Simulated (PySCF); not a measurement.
Job file and geometry (Å, from GFN2-xTB) of an NMR shielding run on SMILES CCO/C(C)=C/B(F)F, C5H9BF2O, GIAO PBE0/pcSseg-1 NMR shielding, non-relativistic, gas phase (PySCF); density fitting, a coarse starting grid and PySCF grid level 2 are the driver's defaults:

```
$ OMP_NUM_THREADS=1 python probes_run.py task.json out

{"job": {"kind": "nmr", "xc": "PBE0", "basis": "pcSseg-1"}, "charge": 0, "multiplicity": 1}
C      2.991849    -0.026065    -0.440218
C      1.570522    -0.560418    -0.363992
O      0.692586     0.553225    -0.360980
C     -0.636018     0.375417    -0.284749
C     -1.331234     1.701201    -0.258859
C     -1.262660    -0.820451    -0.223429
B     -2.759359    -1.085747    -0.138717
F     -3.228048    -2.327805    -0.086480
F     -3.723056    -0.170878    -0.112106
H      3.696323    -0.852536    -0.446904
H      3.121437     0.560781    -1.345396
H      3.196972     0.610344     0.416102
H      1.354076    -1.201167    -1.228297
H      1.429307    -1.147146     0.552553
H     -1.314476     2.096450     0.755978
H     -2.361635     1.612474    -0.579069
H     -0.797010     2.399249    -0.898679
H     -0.648333    -1.710610    -0.233174
```

Q: Write the output of this run.

A: 
```
coarse grid: 15360 points
cycle   1  E = -495.0534358994  dE =  1.107e+00  |g| = 8.078e-01  |ddm| = 3.672e+00
cycle   2  E = -494.9842408195  dE =  6.920e-02  |g| = 1.072e+00  |ddm| = 1.136e+00
cycle   3  E = -495.1685964065  dE = -1.844e-01  |g| = 1.097e-01  |ddm| = 6.610e-01
cycle   4  E = -495.1708287183  dE = -2.232e-03  |g| = 4.292e-02  |ddm| = 1.049e-01
cycle   5  E = -495.1711561179  dE = -3.274e-04  |g| = 1.639e-02  |ddm| = 4.141e-02
cycle   6  E = -495.1712135685  dE = -5.745e-05  |g| = 3.311e-03  |ddm| = 1.670e-02
cycle   7  E = -495.1712161196  dE = -2.551e-06  |g| = 9.887e-04  |ddm| = 3.223e-03
final grid: 150016 points
cycle   8  E = -495.2436388213  dE = -7.212e-05  |g| = 1.253e-02  |ddm| = 3.644e-02
cycle   9  E = -495.2436084765  dE =  3.034e-05  |g| = 1.823e-02  |ddm| = 1.799e-02
cycle  10  E = -495.2436679019  dE = -5.943e-05  |g| = 2.336e-03  |ddm| = 1.169e-02
cycle  11  E = -495.2436690713  dE = -1.169e-06  |g| = 3.504e-04  |ddm| = 2.199e-03
cycle  12  E = -495.2436690917  dE = -2.036e-08  |g| = 2.121e-04  |ddm| = 4.443e-04
cycle  13  E = -495.2436691023  dE = -1.061e-08  |g| = 3.023e-05  |ddm| = 1.664e-04
cycle  14  E = -495.2436691025  dE = -1.870e-10  |g| = 7.809e-06  |ddm| = 2.965e-05
converged SCF energy = -495.2436691025

GIAO shielding tensors (ppm)
atom      isotropic    diamagn.    paramagn.     s11        s22        s33       span
  0 C      169.946     245.989     -76.042    155.245    168.996    185.598     30.353
  1 C      121.134     248.891    -127.757     97.721    103.942    161.739     64.017
  2 O      141.299     402.970    -261.671     18.775    172.029    233.092    214.317
  3 C       -2.014     256.012    -258.026   -122.553     16.522     99.987    222.540
  4 C      163.433     248.843     -85.409    148.045    153.291    188.965     40.920
  5 C      104.359     260.691    -156.332     29.999    108.957    174.121    144.122
  6 B       75.132     194.268    -119.136     53.476     80.525     91.394     37.917
  7 F      253.895     466.764    -212.868    113.432    297.763    350.491    237.059
  8 F      264.976     469.808    -204.832    123.414    295.936    375.579    252.165
  9 H       30.550      27.331       3.219     26.284     27.882     37.483     11.198
 10 H       30.114      28.996       1.118     26.231     28.269     35.842      9.610
 11 H       30.120      29.566       0.554     26.235     28.274     35.852      9.617
 12 H       27.856      32.584      -4.729     23.156     28.774     31.637      8.482
 13 H       27.902      33.479      -5.576     23.212     28.818     31.678      8.465
 14 H       29.531      29.841      -0.310     26.538     26.981     35.075      8.537
 15 H       28.863      29.974      -1.111     23.350     29.407     33.830     10.480
 16 H       29.925      30.010      -0.086     25.479     29.262     35.034      9.555
 17 H       27.609      35.430      -7.820     23.805     26.601     32.421      8.616
```

Size and cost of the density-fitted run: 198 basis functions, 70 s wall time on 1 thread of an Arm Neoverse N1, shared host; peak memory 0.87 GiB.
